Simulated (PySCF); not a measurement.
## Dipole moment and polarisability of `CCN[SiH3]`

C2H9NSi.
Structure used (PBE0-D3(BJ)/def2-SVP), in Å, numbered top down from 1:
```xyz
13
C2H9NSi angstrom
C      1.850    0.037    0.060
C      0.457   -0.566    0.096
N     -0.485    0.186   -0.703
Si    -2.168    0.361   -0.344
H      1.832    1.077    0.420
H      2.552   -0.540    0.682
H      2.248    0.045   -0.968
H      0.511   -1.632   -0.207
H      0.091   -0.574    1.138
H     -0.201    0.291   -1.672
H     -2.315    0.857    1.060
H     -2.993   -0.892   -0.446
H     -2.727    1.352   -1.312
```

Level: B3LYP/def2-SVPD (PySCF), static field, nuclei fixed, core orbitals frozen in the response. The polarisability tensor in these axes (au):

```
x   74.98 -2.08  2.28
y   -2.08 59.03 -1.51
z    2.28 -1.51 58.33
```

Task: Give the principal values, the mean and the anisotropy Δα = √{½[(α1 − α2)² + (α2 − α3)² + (α1 − α3)²]}.

Result: Principal values 57.12, 59.63 and 75.60 au; mean 64.12 au = 9.50 Å³ = 10.57 × 10⁻⁴⁰ C²·m²/J; Δα = 17.36 au (27 % of the mean).

Task: What is the dipole moment, and where does it point?

Result: (1.02, -0.45, -0.39) D, 1.18 D in size, pointing from the negative to the positive side. Measured along this direction, the outermost atoms are H11 at the negative end and H7 and H6 at the positive end.

Task: Rayleigh depolarisation ratio (linearly polarised light, static tensor)?

Result: ρ = 3Δα²/(45ᾱ² + 4Δα²) = 904.2/(184984 + 1205.6) = 0.00486.

Task: What molar refraction does this α imply?

Result: Lorentz–Lorenz: R = (4π/3)N_A α = 2.5225 cm³/(mol·Å³) × 9.50 Å³ = 24.0 cm³/mol, in the limit of long wavelengths.

Task: Find the Langevin capture rate constant for NH4+ (18.034 u) meeting this molecule (75.050 u), k = 2.342 × 10⁻⁹ cm³/s × √(α in Å³ / reduced mass in u).

Result: The reduced mass is 14.54 u, so k = 1.89 × 10⁻⁹ cm³/s. The formula leaves out the permanent dipole, which adds to the capture rate.

Geometry: PBE0-D3(BJ)/def2-SVP, one conformer, isolated molecule.
